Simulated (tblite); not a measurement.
Record of a relaxation.

Compound: C9H12NS2 (charge +1).
Bonds: C1–N2, N2–C3, N2–C4, N2–C5, C5–C6 (aromatic), C6–C7 (aromatic), C7–S8 (aromatic), S8–C9 (aromatic), C9–C10 (aromatic), C10–C11 (aromatic), C11–S12 (aromatic), C5–S12 (aromatic), C7–C11 (aromatic). Hydrogens: H13, H14, H15 on C1; H16, H17, H18 on C3; H19, H20, H21 on C4; H22 on C6; H23 on C9; H24 on C10.
Bond orders are those of one Lewis drawing.

Computed with GFN2-xTB (tblite), gas phase: L-BFGS steps from a force-field or distance-geometry start until the largest atomic force falls under 0.01 eV/Å. 6 of its 78 geometries are shown.

Step 0: E = -932.6859 eV, largest atomic force 10.604 eV/Å
```
atom  x, y, z in Å  |  force x, y, z in eV/Å
C1     -1.675    1.829    0.063   -0.461   0.952  -0.205
N2     -1.585    0.377   -0.118    0.129   0.824   1.773
C3     -2.126   -0.290    1.083   -0.357   0.585   0.633
C4     -2.279   -0.047   -1.295   -1.845  -1.216  -0.624
C5     -0.200    0.094   -0.082    3.422  -0.903  -0.554
C6      0.461   -0.621   -1.034   -2.226  -0.065  -0.857
C7      1.795   -0.739   -0.780    0.226  -5.557  -9.029
S8      3.179   -1.617   -1.737    0.749   0.089   0.393
C9      4.493   -1.148   -0.512   -3.848   0.768  -0.092
C10     3.791   -0.423    0.436    3.372  -0.530   0.289
C11     2.471   -0.318    0.150    0.143   5.473   9.080
S12     1.126    0.566    1.142   -0.674   0.077  -0.102
H13    -0.879    2.270   -0.550   -0.229   0.255   0.317
H14    -2.646    2.214   -0.310    0.477  -0.161   0.365
H15    -1.564    2.087    1.130    0.173   0.051  -0.596
H16    -3.017    0.292    1.423    0.451  -0.872  -0.138
H17    -2.350   -1.337    0.839   -0.005   0.372   0.474
H18    -1.316   -0.206    1.839   -0.827  -0.317  -0.075
H19    -1.719    0.043   -2.214    0.101   0.331  -0.090
H20    -2.532   -1.137   -1.152    0.131   0.976  -0.509
H21    -3.247    0.525   -1.399    0.954  -0.680   0.105
H22    -0.025   -1.051   -1.905    0.393  -0.013   0.233
H23     5.534   -1.341   -0.478    0.124  -0.365  -0.544
H24     4.298   -0.002    1.303   -0.375  -0.072  -0.247
```

Step 15: E = -935.4407 eV, largest atomic force 0.287 eV/Å
```
atom  x, y, z in Å  |  force x, y, z in eV/Å
C1     -1.615    1.851    0.067    0.051   0.002  -0.009
N2     -1.500    0.375   -0.071   -0.150   0.038   0.040
C3     -2.103   -0.265    1.122   -0.007  -0.021   0.051
C4     -2.250   -0.054   -1.268    0.011  -0.010  -0.084
C5     -0.095   -0.004   -0.184   -0.085   0.084   0.083
C6      0.518   -0.729   -1.160    0.020   0.046   0.095
C7      1.893   -0.837   -0.891    0.095  -0.062  -0.032
S8      3.193   -1.611   -1.715    0.032  -0.036  -0.026
C9      4.285   -1.090   -0.491   -0.045   0.003  -0.015
C10     3.704   -0.362    0.500   -0.089   0.044   0.022
C11     2.324   -0.208    0.277   -0.105  -0.118  -0.217
S12     0.999    0.564    1.077    0.121  -0.136  -0.125
H13    -0.888    2.349   -0.572   -0.014  -0.039  -0.079
H14    -2.616    2.170   -0.229    0.103   0.023   0.166
H15    -1.422    2.151    1.097    0.019  -0.039  -0.068
H16    -3.040    0.233    1.374    0.011  -0.118  -0.060
H17    -2.283   -1.322    0.930   -0.013   0.050   0.016
H18    -1.424   -0.195    1.971   -0.007   0.120   0.014
H19    -1.693    0.191   -2.166   -0.006   0.174  -0.102
H20    -2.413   -1.128   -1.249    0.027  -0.066  -0.021
H21    -3.213    0.450   -1.303   -0.043  -0.100   0.032
H22     0.087   -1.187   -2.030   -0.124   0.039   0.065
H23     5.317   -1.363   -0.585    0.018   0.027   0.052
H24     4.222    0.039    1.340    0.180   0.095   0.202
```

Step 31: E = -935.5505 eV, largest atomic force 0.128 eV/Å
```
atom  x, y, z in Å  |  force x, y, z in eV/Å
C1     -1.560    1.844    0.062   -0.011   0.011   0.003
N2     -1.505    0.370   -0.078   -0.026   0.026   0.008
C3     -2.122   -0.254    1.116    0.015   0.009  -0.025
C4     -2.255   -0.029   -1.288    0.025  -0.003   0.018
C5     -0.104   -0.030   -0.170   -0.041  -0.003  -0.046
C6      0.500   -0.764   -1.146    0.017  -0.001  -0.007
C7      1.881   -0.889   -0.898    0.023   0.035   0.076
S8      3.208   -1.644   -1.705    0.008   0.052   0.117
C9      4.281   -1.083   -0.474    0.017  -0.005  -0.013
C10     3.683   -0.355    0.509    0.026  -0.024  -0.025
C11     2.304   -0.245    0.264    0.035   0.001   0.034
S12     0.997    0.521    1.084    0.012  -0.058  -0.083
H13    -0.954    2.321   -0.708   -0.043  -0.061  -0.050
H14    -2.587    2.191   -0.029    0.004   0.003   0.051
H15    -1.160    2.135    1.032   -0.048   0.022   0.000
H16    -3.132    0.130    1.254    0.026  -0.064  -0.016
H17    -2.152   -1.337    0.999   -0.027   0.038  -0.048
H18    -1.530   -0.027    2.002   -0.024   0.044  -0.033
H19    -1.825    0.445   -2.170   -0.004   0.035   0.044
H20    -2.220   -1.108   -1.420   -0.012  -0.001   0.060
H21    -3.297    0.277   -1.195    0.060   0.000   0.030
H22     0.022   -1.200   -2.002    0.004  -0.005  -0.024
H23     5.323   -1.327   -0.546   -0.022  -0.008  -0.027
H24     4.195    0.079    1.348   -0.013  -0.043  -0.044
```

Step 46: E = -935.5612 eV, largest atomic force 0.046 eV/Å
```
atom  x, y, z in Å  |  force x, y, z in eV/Å
C1     -1.578    1.858    0.057    0.004  -0.041  -0.006
N2     -1.502    0.385   -0.075    0.007  -0.020  -0.002
C3     -2.120   -0.256    1.107    0.005   0.001  -0.001
C4     -2.254   -0.021   -1.280    0.006  -0.004   0.006
C5     -0.099   -0.017   -0.175    0.008   0.026   0.007
C6      0.509   -0.757   -1.145   -0.030   0.016  -0.002
C7      1.887   -0.894   -0.884   -0.016   0.003  -0.005
S8      3.207   -1.654   -1.694    0.038   0.006   0.003
C9      4.290   -1.097   -0.473   -0.012   0.003   0.001
C10     3.696   -0.374    0.515    0.010  -0.004  -0.002
C11     2.315   -0.258    0.279    0.004   0.013   0.014
S12     1.005    0.517    1.085   -0.018   0.023   0.035
H13    -1.037    2.327   -0.764   -0.020  -0.003   0.010
H14    -2.618    2.181    0.030    0.022  -0.007   0.024
H15    -1.129    2.175    0.997   -0.009  -0.020  -0.016
H16    -3.150    0.078    1.214   -0.001   0.010   0.001
H17    -2.110   -1.339    0.989    0.027  -0.001  -0.010
H18    -1.567    0.000    2.009    0.020   0.034  -0.014
H19    -1.838    0.464   -2.161    0.008  -0.019   0.000
H20    -2.210   -1.101   -1.404   -0.001   0.011  -0.008
H21    -3.296    0.275   -1.172    0.009   0.005  -0.009
H22     0.039   -1.187   -2.008   -0.006  -0.003  -0.011
H23     5.333   -1.334   -0.558   -0.041  -0.021  -0.006
H24     4.216    0.051    1.353   -0.015  -0.008  -0.008
```

Step 62: E = -935.5669 eV, largest atomic force 0.023 eV/Å
```
atom  x, y, z in Å  |  force x, y, z in eV/Å
C1     -1.606    1.861    0.057   -0.002   0.000   0.002
N2     -1.501    0.393   -0.080    0.004   0.000  -0.006
C3     -2.097   -0.257    1.108    0.008   0.005  -0.013
C4     -2.243   -0.026   -1.286   -0.008  -0.002   0.009
C5     -0.094    0.013   -0.183    0.001  -0.001   0.001
C6      0.511   -0.726   -1.155   -0.011   0.007  -0.009
C7      1.886   -0.873   -0.890   -0.003   0.000  -0.007
S8      3.199   -1.644   -1.700    0.018  -0.012  -0.009
C9      4.279   -1.120   -0.463   -0.006  -0.003  -0.007
C10     3.690   -0.396    0.526    0.021  -0.001   0.000
C11     2.314   -0.252    0.281    0.015  -0.002   0.005
S12     1.007    0.530    1.087   -0.004   0.009   0.004
H13    -1.151    2.346   -0.805    0.000  -0.008   0.011
H14    -2.653    2.154    0.121    0.005   0.004  -0.003
H15    -1.090    2.191    0.957    0.000  -0.001  -0.004
H16    -3.147    0.018    1.195    0.017  -0.007   0.009
H17    -2.017   -1.339    1.015    0.004   0.013   0.001
H18    -1.567    0.058    2.006   -0.019  -0.002  -0.005
H19    -1.805    0.430   -2.172   -0.009  -0.009   0.012
H20    -2.218   -1.109   -1.385   -0.003   0.003  -0.006
H21    -3.280    0.293   -1.203   -0.007   0.001   0.007
H22     0.040   -1.150   -2.020    0.001  -0.002  -0.017
H23     5.316   -1.384   -0.544   -0.016   0.003   0.015
H24     4.212    0.010    1.373   -0.006   0.006   0.012
```

Step 77: E = -935.5678 eV, largest atomic force 0.010 eV/Å
```
atom  x, y, z in Å  |  force x, y, z in eV/Å
C1     -1.607    1.861    0.056   -0.002   0.000  -0.002
N2     -1.500    0.393   -0.084    0.009   0.003   0.001
C3     -2.087   -0.258    1.108    0.003   0.002  -0.001
C4     -2.253   -0.028   -1.281    0.004   0.003   0.004
C5     -0.092    0.018   -0.194    0.006   0.000   0.001
C6      0.515   -0.715   -1.169   -0.002   0.001   0.000
C7      1.890   -0.864   -0.901   -0.005   0.001  -0.003
S8      3.206   -1.643   -1.700   -0.009   0.003   0.001
C9      4.279   -1.128   -0.453    0.001   0.002   0.001
C10     3.688   -0.399    0.531    0.000  -0.002   0.002
C11     2.314   -0.248    0.274   -0.001  -0.001   0.000
S12     1.006    0.533    1.079   -0.007  -0.004  -0.003
H13    -1.158    2.348   -0.809   -0.002  -0.004   0.005
H14    -2.653    2.154    0.129    0.000   0.001  -0.005
H15    -1.084    2.189    0.953   -0.003   0.003  -0.008
H16    -3.141   -0.001    1.192    0.001  -0.003   0.004
H17    -1.987   -1.339    1.024    0.001   0.000  -0.001
H18    -1.567    0.073    2.005    0.003   0.000   0.001
H19    -1.822    0.423   -2.172   -0.001   0.003  -0.005
H20    -2.231   -1.112   -1.378    0.003  -0.002   0.000
H21    -3.289    0.294   -1.190   -0.006  -0.003   0.001
H22     0.047   -1.134   -2.040    0.002   0.002   0.006
H23     5.313   -1.401   -0.522    0.003   0.000   0.000
H24     4.202    0.004    1.383    0.002  -0.004   0.002
```

Question: Summarise the path.

Answer: The energy falls by 66.46 kcal/mol from step 0 to step 77; nine tenths of that is first reached at step 7. It falls at every step. The largest force goes from 10.604 to 0.010 eV/Å. Among the bonds C7–S8 changes most, from 1.898 to 1.725 Å; the atoms move by 0.279 Å rms after alignment.

Question: Follow the three bonds and two angles with the largest change from start to end.

Answer: 
```csv
step,E above end (kcal/mol),largest force (eV/Å),C7–S8 (Å),C7–C11 (Å),C11–S12 (Å),C7–C11–C10 (°),C6–C7–C11 (°)
0,66.46,10.604,1.898,1.224,1.891,132.2,130.7
3,14.74,1.251,1.740,1.372,1.740,113.6,113.7
7,5.85,0.594,1.733,1.401,1.737,113.2,113.6
10,4.21,0.314,1.723,1.393,1.728,114.2,114.7
13,3.38,0.243,1.719,1.392,1.729,113.0,115.4
17,2.34,0.348,1.724,1.392,1.723,113.1,114.4
20,1.59,0.277,1.724,1.389,1.716,114.1,113.3
23,1.00,0.186,1.727,1.395,1.719,114.5,114.2
27,0.66,0.144,1.727,1.392,1.718,114.2,113.8
30,0.46,0.153,1.727,1.393,1.722,114.1,113.6
33,0.32,0.099,1.725,1.393,1.721,113.9,114.3
37,0.24,0.040,1.724,1.393,1.722,113.7,114.3
40,0.21,0.067,1.726,1.394,1.725,113.8,114.3
44,0.17,0.078,1.724,1.393,1.721,113.9,114.3
47,0.14,0.048,1.726,1.393,1.723,113.8,114.2
50,0.11,0.070,1.728,1.393,1.724,113.8,114.1
54,0.06,0.068,1.724,1.392,1.721,113.9,114.1
57,0.04,0.028,1.725,1.393,1.724,113.8,114.3
60,0.03,0.025,1.725,1.393,1.724,113.7,114.3
64,0.02,0.019,1.724,1.393,1.723,113.8,114.3
67,0.01,0.017,1.725,1.393,1.723,113.8,114.3
70,0.01,0.018,1.725,1.393,1.723,113.8,114.3
74,0.00,0.015,1.725,1.393,1.723,113.8,114.2
77,0.00,0.010,1.725,1.393,1.723,113.8,114.2
```

The cost below is that of the whole relaxation. Hardware: Arm Neoverse V1, one thread, on a shared host. Cost: 1.0 s of wall time.
